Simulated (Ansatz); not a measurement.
```yaml
crystal:
  periodic: [false, false, false]
  atoms:
    - {symbol: C, position_ang: [-0.140227, -1.677880, 1.408403]}
    - {symbol: O, position_ang: [0.358044, -0.425064, 1.018855]}
    - {symbol: W, position_ang: [0.058316, 0.750841, -0.416101]}
    - {symbol: N, position_ang: [1.593804, 1.105971, -1.180671]}
    - {symbol: N, position_ang: [-1.072029, -0.015732, -1.514101]}
    - {symbol: O, position_ang: [-0.726632, 2.383802, 0.177639]}
    - {symbol: H, position_ang: [0.646989, -2.431720, 1.313685]}
    - {symbol: H, position_ang: [-0.995998, -1.974577, 0.794531]}
    - {symbol: H, position_ang: [-0.451975, -1.627639, 2.455264]}
    - {symbol: H, position_ang: [2.304312, 1.119084, -1.893146]}
    - {symbol: H, position_ang: [-1.384714, -0.383899, -2.397931]}
    - {symbol: H, position_ang: [-0.189890, 3.176792, 0.233574]}
basis:
  gaussian: {orbitals: def2-SVP}
magnetization: {spin_polarized: true, initial_magnetization: 2}
hamiltonian: {xc: {name: wB97X-V}}
```

```sh
$ ansatz run in.yaml --threads 2 --pin off --events-out ev --progress --plain --max-ram 22528MiB --backend cpu
```

Shortened log:

```
Functional definition: wB97X-V
1317 factors; integrals over basis functions are off by at most 1.6e-3 eV
327 factors; integrals over basis functions are off by at most 3.2e-5 eV
mean field evaluation 1: about -10010.9512 eV, gradient 5.2e1 eV
mean field evaluation 2: about -10002.0326 eV, gradient 7.2e1 eV
mean field evaluation 4: about -10022.0433 eV, gradient 5.1e0 eV
mean field evaluation 8: about -10022.4465 eV, gradient 1.1e0 eV
mean field evaluation 16: about -10022.5342 eV, gradient 2.5e-1 eV
mean field evaluation 32: about -10022.5752 eV, gradient 2.3e-2 eV
mean field evaluation 64: about -10022.5570 eV, gradient 4.9e-1 eV
mean field -10022.57541483 eV, -368.3228529495 hartree, gradient 3.1e-6 eV, S^2 2.028088; 6 other end points of the search recorded, 0 dependent functions left out
reference -10022.57541168 eV, -368.3228528336 hartree; 29, 27 occupied and 103, 105 virtual orbitals, 1317 factors
Total energy: -10022.57541168 eV, -368.3228528336 hartree
```

Hardware: 2 threads of an AMD EPYC 7R13 on a shared host. Wall time 66 s, peak host memory 0.8 GiB.
